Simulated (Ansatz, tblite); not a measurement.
Spin states of Sn21AsH32⁻, each relaxed with r2SCAN-D4/def2-SVP in Ansatz. Electronic energies in the gas phase.

In the def2 sets Sn takes a core potential; there is no spin–orbit coupling. The xTB rows come from tblite. Correlated methods freeze 93 core orbitals; core or outer-core shells of Sn, As are correlated, in sets that lack core-valence functions. The rows differ in basis, and correlated rows in double-zeta sets carry the largest basis error. Single mean-field runs in def2-TZVP are fitted with def2-universal-jkfit.

Singlet geometry:

Cartesian coordinates in Å:
```
Sn -2.5199 -4.7970 0.4648
Sn -4.8010 2.0925 0.6803
Sn -0.7991 3.3831 3.0449
Sn 1.5529 -4.0111 2.0908
Sn 2.3150 0.1148 3.3251
As -1.2480 -0.6614 1.3616
Sn -0.8328 -1.5481 -2.2852
Sn -0.8128 2.1062 -1.5623
Sn 1.7662 -0.9630 -1.3519
Sn 2.6806 3.5215 0.4273
Sn 2.6896 2.5396 -4.4587
Sn -3.8525 -0.3714 1.6417
Sn -1.1251 -3.1435 2.2518
Sn -1.4683 -4.2930 -2.0822
Sn -0.4322 0.6305 3.5074
Sn -3.5278 2.9794 -1.6731
Sn -0.0737 4.0468 0.3999
Sn 2.9525 -2.5237 3.9987
Sn 2.7385 -3.4487 -0.4058
Sn 2.8898 0.7195 0.6330
Sn 0.2016 3.6717 -3.7424
Sn 3.0750 -0.1540 -3.7226
H -2.2618 -6.4418 0.9321
H -4.2256 -4.5614 0.4935
H -6.5114 1.8420 0.5466
H -4.6310 3.1881 2.0037
H 0.1691 4.1792 4.2410
H -2.4272 3.7964 3.4435
H 1.6034 -5.7039 2.4648
H 3.2162 1.2326 4.2961
H -2.2338 -0.8060 -1.6241
H -0.8067 -1.1376 -3.9680
H 3.6653 4.1251 1.7169
H 3.4744 4.0015 -1.0294
H 4.0350 3.3666 -3.7564
H 3.0181 2.5655 -6.1619
H -4.3015 -0.6933 3.2829
H -4.5178 -1.6706 0.7149
H -1.7017 -3.2993 3.8792
H -2.6405 -4.7489 -3.2687
H -0.1329 -5.3559 -2.3231
H -1.1724 0.0244 4.9516
H -3.9850 4.6536 -1.7509
H -4.4885 2.2360 -2.9139
H -0.2726 5.7724 0.3096
H 2.4527 -2.8974 5.6102
H 4.6561 -2.8053 3.9508
H 4.4392 -3.3914 -0.0945
H 2.5081 -4.8012 -1.4547
H 4.5463 0.2402 0.3894
H -0.6975 3.5128 -5.2209
H 0.5463 5.3728 -3.6539
H 2.5429 -1.2017 -4.9924
H 4.7661 -0.4839 -3.5569
```

Triplet geometry:

```xyz
54

Sn   -0.155    5.321   -0.486
Sn    0.515    1.159    5.024
Sn   -2.539   -2.057    3.008
Sn   -2.642    2.528   -3.045
Sn   -3.794   -1.414   -1.392
As   -1.197    1.308    0.849
Sn    2.522    1.559    0.046
Sn    1.786   -1.482    1.288
Sn    0.767   -0.491   -1.703
Sn   -1.021   -4.630   -0.383
Sn    4.013   -3.806   -2.003
Sn   -1.253    2.406    3.242
Sn   -2.202    3.398   -0.414
Sn    2.334    4.166   -1.080
Sn   -3.364   -0.179    1.099
Sn    2.486   -0.448    3.844
Sn   -0.260   -3.336    1.983
Sn   -4.698    0.634   -3.073
Sn   -0.217    1.288   -3.756
Sn   -1.321   -2.513   -2.207
Sn    3.976   -3.204    0.730
Sn    2.852   -1.616   -3.307
H    -0.605    6.509   -1.661
H    -0.073    6.175    1.012
H     1.227    2.424    5.969
H    -0.427    0.239    6.142
H    -3.803   -3.184    3.361
H    -2.199   -1.253    4.502
H    -3.041    3.899   -4.029
H    -5.053   -2.586   -1.165
H     2.102    2.010    1.683
H     4.238    1.243    0.159
H    -2.458   -5.568   -0.159
H     0.207   -5.752   -0.849
H     3.084   -5.234   -2.277
H     5.613   -4.179   -2.546
H    -2.867    2.439    3.862
H    -0.776    4.052    3.028
H    -3.619    3.989    0.393
H     3.523    5.253   -0.432
H     2.545    4.248   -2.789
H    -4.706    0.777    1.640
H     2.834   -1.692    5.005
H     3.917    0.517    3.775
H     0.296   -4.465    3.180
H    -6.187    1.308   -2.508
H    -5.018    0.079   -4.679
H    -0.503    0.447   -5.247
H     0.882    2.559   -4.174
H    -1.614   -3.177   -3.795
H     5.462   -2.419    1.136
H     3.947   -4.649    1.681
H     4.135   -0.488   -3.591
H     2.346   -2.114   -4.887
```

⟨S²⟩: triplet 2.01 at PBE0-D4/def2-TZVP (pure 2.00).

Only these spin states were relaxed. The triplet has other bonds than the singlet, so the gap mixes isomer and spin.

| level | triplet − singlet (kcal/mol) | lowest of these |
| --- | --- | --- |
| GFN2-xTB | 22.7 | singlet |
| HF/def2-SVP | 33.9 | singlet |
| BLYP-D4/def2-TZVP | 26.1 | singlet |
| r2SCAN-D4/def2-TZVP | 25.5 | singlet |

(1) Estimate the rows for GFN1-xTB, PBE-D4/def2-TZVP, PBE0-D4/def2-TZVP, MP2/def2-SVP.

Results:

(1) 
```json
{"level": "GFN1-xTB", "triplet − singlet (kcal/mol)": "20.4", "lowest of these": "singlet"}
{"level": "PBE-D4/def2-TZVP", "triplet − singlet (kcal/mol)": "25.1", "lowest of these": "singlet"}
{"level": "PBE0-D4/def2-TZVP", "triplet − singlet (kcal/mol)": "28.5", "lowest of these": "singlet"}
{"level": "MP2/def2-SVP", "triplet − singlet (kcal/mol)": "30.5", "lowest of these": "singlet"}
```

The xTB methods have no spin-polarisation term.
